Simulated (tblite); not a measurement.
Compound: C7H8NO (doublet state).
SMILES with atom numbers: `[CH2:1]=[CH:2][CH:3][NH:4][CH2:5][C:6]#[C:7][CH:8]=[O:9]` (hydrogens: H10, H11 on C1; H12 on C2; H13 on C3; H14 on N4; H15, H16 on C5; H17 on C8)

Cartesian coordinates in Å at the GFN2-xTB level; atoms count from 1:
```
atom  x, y, z in Å
C1     2.9491    1.7085   -0.0060
C2     2.1078    0.7618   -0.5029
C3     1.3866   -0.1312    0.2800
N4     0.6205   -1.1282   -0.2361
C5    -0.4796   -1.7176    0.5047
C6    -1.6919   -0.9610    0.2556
C7    -2.5874   -0.2168   -0.0702
C8    -3.6987    0.5964   -0.4191
O9    -4.5407    0.3187   -1.2419
H10    3.1024    1.8167    1.0530
H11    3.4847    2.3774   -0.6526
H12    1.9861    0.6847   -1.5769
H13    1.4565   -0.0962    1.3565
H14    0.4724   -1.0840   -1.2371
H15   -0.6130   -2.7550    0.1776
H16   -0.2319   -1.7089    1.5701
H17   -3.7299    1.5463    0.1520
```

Method: GFN2-xTB as coded in tblite; computed harmonic values from a numerical Hessian at the method's own geometry, unscaled. Against measured fundamentals such values can be off by several per cent, at times by over 20. One conformer, not necessarily the lowest. Open shells enter through the occupations alone, without spin polarisation, and single modes of such species can be off by tens of per cent.

Harmonic wavenumbers (cm⁻¹): 27.8, 44.7, 93.2, 123.6, 141.3, 185.4, 225.4, 263.7, 278.2, 409.5, 453.0, 528.1, 554.4, 584.2, 628.5, 739.6, 767.8, 798.9, 873.0, 916.0, 965.5, 972.7, 1058.0, 1133.5, 1177.6, 1231.5, 1244.9, 1262.7, 1287.5, 1313.9, 1354.6, 1386.1, 1423.4, 1491.0, 1536.4, 1691.7, 2298.1, 2742.6, 2925.9, 2957.0, 3042.5, 3089.9, 3120.6, 3160.2, 3392.3.

A = 3062, B = 615.8, C = 538.1 MHz; mass 122.061 u (most abundant isotopes); point group C1, symmetry number 1; spin multiplicity 2.

Q: What is the zero-point energy?

A: Half the sum of the wavenumbers: 27948 cm⁻¹ = 334.34 kJ/mol.

Q: What is S at 500 K and 1 bar for an ideal gas of classical rigid rotors and harmonic oscillators?

A: Translation 179.52, rotation 132.55, vibration 220.17, spin (R ln 2) 5.76: S = 538.0 J/(mol K).

Q: And Cp and H(500 K) − H(0)?

A: Cp = 224.51 J/(mol K), of which vibrations give 191.25 (their classical limit is 45 R = 374.2); H(500 K) − H(0) = 69.32 kJ/mol without the zero-point energy, 52.69 from vibrations.

Q: Which modes carry the vibrational entropy at 500 K?

A: 27.8 cm⁻¹: 29.32; 44.7 cm⁻¹: 25.37; 93.2 cm⁻¹: 19.28; 123.6 cm⁻¹: 16.95; 141.3 cm⁻¹: 15.85; 185.4 cm⁻¹: 13.64 J/(mol K); the other 39 give 99.75 together.

Q: What must be added to the electronic energy to get the Gibbs energy at 500 K and 1 bar?

A: ZPE + [H(500 K) − H(0)] − T·S = 334.34 + 69.32 − 269.00 = 134.66 kJ/mol.

Q: Blend soft modes into free rotors: weight 1/[1 + (100 cm⁻¹/ν̃)⁴] for the oscillator and the rest for a rotor with moment μB/(μ + B), μ = h/(8π²ν), B = 10⁻⁴⁴ kg m². What vibrational entropy results?

A: 197.92 J/(mol K) in place of 220.17, which changes −T·S at 500 K by +11.12 kJ/mol.

Q: How do the functions run with temperature in this model?

A: 
```
T (K)  S (J/(mol K))  Cp (J/(mol K))  H − H(0) (kJ/mol)  G − H(0) (kJ/mol)  ln q(vib)
  100          312.9            84.9               5.98             -25.30       2.64
  200          383.5           122.8              16.39             -60.31       5.71
  300          440.3           160.0              30.53            -101.57       8.54
  800          658.2           286.2             146.78            -379.80      20.99
 1000          725.1           313.0             206.84            -518.28      25.34
```

q(vib) and H(0) count from the zero-point level.

Hindered rotation and anharmonicity are outside this model. Other conformers, if any are populated, would add a mixing term that is left out. The structure is chiral; the term R ln 2 for an equal mix with its mirror image is left out.
